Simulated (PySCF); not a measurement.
Static response to an electric field

C2H10Si3.
Atom-mapped SMILES: `[CH2:1]=[CH:2][SiH2:3][SiH2:4][SiH3:5]` (hydrogens: H6, H7 on C1; H8 on C2; H9, H10 on Si3; H11, H12 on Si4; H13, H14, H15 on Si5)

Cartesian coordinates in Å at the GFN2-xTB level; atoms count from 1:
```xyz
15
C2H10Si3 angstrom
C     -2.3395   -0.6375    2.1692
C     -2.0968   -0.0772    0.9949
Si    -0.4743    0.7322    0.4905
Si     0.6172   -0.5176   -1.1359
Si     2.6346    0.3290   -1.8860
H     -3.2794   -1.1130    2.4080
H     -1.6014   -0.6409    2.9554
H     -2.8782   -0.1062    0.2436
H      0.3318    0.9143    1.7055
H     -0.8127    2.0796    0.0045
H      0.8119   -1.8956   -0.6512
H     -0.2864   -0.7050   -2.2860
H      2.4796    1.6739   -2.4472
H      3.6092    0.4480   -0.7981
H      3.2800   -0.4760   -2.9258
```

Level: CAM-B3LYP/def2-SVPD (PySCF), static field, nuclei fixed, core orbitals frozen in the response. The polarisability tensor in these axes (au):

```
x   127.13   7.33 -27.76
y     7.33  97.66  -4.23
z   -27.76  -4.23 120.00
```

**Question.** What are the eigenvalues, a third of the trace, and Δα (Δα² = ½Σ(αi − αj)² over the three pairs)?

**Answer.** Principal values 94.29, 97.70 and 152.80 au; mean 114.93 au = 17.03 Å³ = 18.95 × 10⁻⁴⁰ C²·m²/J; Δα = 56.88 au (49 % of the mean).

**Question.** What is the dipole moment, and where does it point?

**Answer.** (-0.56, -0.32, 0.31) D, 0.72 D in size, pointing from the negative to the positive side. Measured along this direction, the outermost atoms are H13 and H15 at the negative end and H6 at the positive end.

**Question.** Along which axes do the principal values lie, and how far do the nuclei extend along each?

**Answer.** Largest value along (0.75, 0.15, -0.65), where the nuclei span 8.45 Å; middle along (0.32, 0.78, 0.54), 3.62 Å; least along (-0.59, 0.61, -0.53), 3.16 Å. The response follows the extents in order.

**Question.** What depolarisation ratio follows for Rayleigh scattering of linearly polarised light, taking the static tensor?

**Answer.** ρ = 3Δα²/(45ᾱ² + 4Δα²) = 9706.0/(594383 + 12941.3) = 0.016.

**Question.** Estimate the molar refractivity from the static electronic polarisability.

**Answer.** Lorentz–Lorenz: R = (4π/3)N_A α = 2.5225 cm³/(mol·Å³) × 17.03 Å³ = 43.0 cm³/mol, in the limit of long wavelengths.

**Question.** In a dilute gas of rigid molecules at 350 K, how does the orientational term μ²/3kT compare with the electronic polarisability?

**Answer.** In Gaussian units μ²/3kT = 3.53 Å³ against 17.03 Å³, a ratio of 0.21; the Debye molar polarisation (4π/3)N_A(α + μ²/3kT) is 51.9 cm³/mol, leaving out the vibrational part.

**Question.** What would n − 1 = 2πNα be for an ideal gas of these molecules at 298.15 K and 1 atm, electronic part alone?

**Answer.** N = p/kT = 2.4615 × 10¹⁹ cm⁻³, so n − 1 = 2π × N × 17.03 × 10⁻²⁴ cm³ = 2634 × 10⁻⁶ at long wavelengths.

The structure is a single GFN2-xTB conformer in the gas phase; no vibrational or solvent corrections.

These values come from a run that also computed excited states. Time: 32 s wall (grids of density and orbitals included); peak memory 0.89 GiB. Hardware: an Arm Neoverse V2 with one thread, no GPU, on a shared host.
